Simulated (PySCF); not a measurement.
Compound: C₅H₅F₂N.
Structure used (GFN2-xTB), in Å, numbered top down from 1:
```xyz
13
C5H5F2N angstrom
F      2.3843    0.5073    1.1177
C      1.8911   -0.0205   -0.0413
F      2.3429    0.8145   -1.0228
C      0.4110   -0.0906   -0.0219
C     -0.4322   -1.1680   -0.1526
C     -1.7450   -0.6746   -0.0595
C     -1.6595    0.6807    0.1237
N     -0.3530    1.0269    0.1456
H      2.3593   -1.0033   -0.1921
H     -0.1385   -2.1885   -0.2962
H     -2.6452   -1.2515   -0.1212
H     -2.4349    1.4112    0.2393
H      0.0154    1.9569    0.2637
```

Computed, not measured: B3LYP/def2-SVPD in PySCF (dipole) on a GFN2-xTB geometry, gas phase.

Take the most abundant isotopes and a rigid rotor. The values belong to one conformer with, in the numbering `[F:1][CH:2]([F:3])[c:4]1[cH:5][cH:6][cH:7][nH:8]1`, F1–C2–C4–C5 -121°.

Q: Give the principal moments of inertia and the rotational constants in MHz.

A: Ia = 105.13, Ib = 367.36, Ic = 383.63 u·Å²; 505379 MHz·u·Å²/I gives A = 4807, B = 1376, C = 1317 MHz.

Q: Classify the top.

A: A near-prolate asymmetric top; Ray's κ = -0.967.

Q: Is it planar, by Δ = Ic − Ia − Ib?

A: Not planar: Δ = Ic − Ia − Ib = -88.86 u·Å². For a rigid frame Δ = −2 Σ m c², so Σ m c² = 44.43 u·Å² lies off the ab plane: 0.00 from hydrogen and 44.42 from heavier atoms. The atom farthest from that plane is 1.08 Å away.

Q: Give the other two planar moments, Paa and Pbb, and the rms extents of the mass along the axes.

A: Paa = Σ m a² = (Ib + Ic − Ia)/2 = 322.93 and Pbb = Σ m b² = (Ia + Ic − Ib)/2 = 60.70 u·Å². With the mass M = 117.04 u, the rms extents √(P/M) along a, b and c are 1.66, 0.72, 0.62 Å.

Q: List the rotational levels J(Ka,Kc) to J = 3 (K).

A: Above 0(0,0), as E/k:
J = 1: 1(0,1) 0.129, 1(1,1) 0.294, 1(1,0) 0.297
J = 2: 2(0,2) 0.388, 2(1,2) 0.550, 2(1,1) 0.558, 2(2,1) 1.052, 2(2,0) 1.052
J = 3: 3(0,3) 0.775, 3(1,3) 0.933, 3(1,2) 0.950, 3(2,2) 1.440, 3(2,1) 1.440, 3(3,1) 2.270, 3(3,0) 2.270

Q: Which lines would a microwave search look for?

A: The dipole components are |μa| = 1.51 D, |μb| = 0.32 D, |μc| = 0.00 D; the mirror of this Cs structure is the ab plane, so μc vanishes by symmetry (the 0.01 D computed is a residue) and there are no c-type lines. Intensities carry the squares of the components, which stand as 1.00 : 0.04 (a : b). Some lines, for components of 0.1 D or more:

| type | branch | J(Ka,Kc) | MHz | lower level (cm⁻¹) |
| --- | --- | --- | --- | --- |
| a | Q | 3(1,2) ← 3(1,3) | 350 | 0.649 |
| b | R | 2(0,2) ← 1(1,1) | 1954 | 0.204 |
| a | R | 1(0,1) ← 0(0,0) | 2693 | 0.000 |
| b | Q | 1(1,0) ← 1(0,1) | 3490 | 0.090 |
| b | R | 3(0,3) ← 2(1,2) | 4702 | 0.382 |
| a | R | 2(1,2) ← 1(1,1) | 5328 | 0.204 |
| a | R | 2(0,2) ← 1(0,1) | 5385 | 0.090 |
| a | R | 3(1,2) ← 2(1,1) | 8166 | 0.388 |
| b | Q | 2(2,0) ← 2(1,1) | 10295 | 0.388 |
| b | R | 2(2,1) ← 1(1,0) | 15739 | 0.206 |
| b | Q | 3(3,0) ← 3(2,1) | 17300 | 1.001 |
| b | Q | 3(3,1) ← 3(2,2) | 17304 | 1.001 |
| b | R | 3(3,1) ← 2(2,0) | 25383 | 0.731 |
| b | R | 3(3,0) ← 2(2,1) | 25383 | 0.731 |

Q: Estimate the classical rotational partition function at 25 K, 50 K and 100 K.

A: Point group Cs, symmetry number σ = 1; q = (√π/σ)·√((kT/h)³/(ABC)), k/h = 20836.6 MHz/K: 7140 at 25 K, 20200 at 50 K, 57100 at 100 K.

GFN2-xTB frequencies: not computed here. Constants of a rigid frame at the computed geometry: no zero-point averaging, no centrifugal distortion. Quadrupole hyperfine structure (14N) is left out.
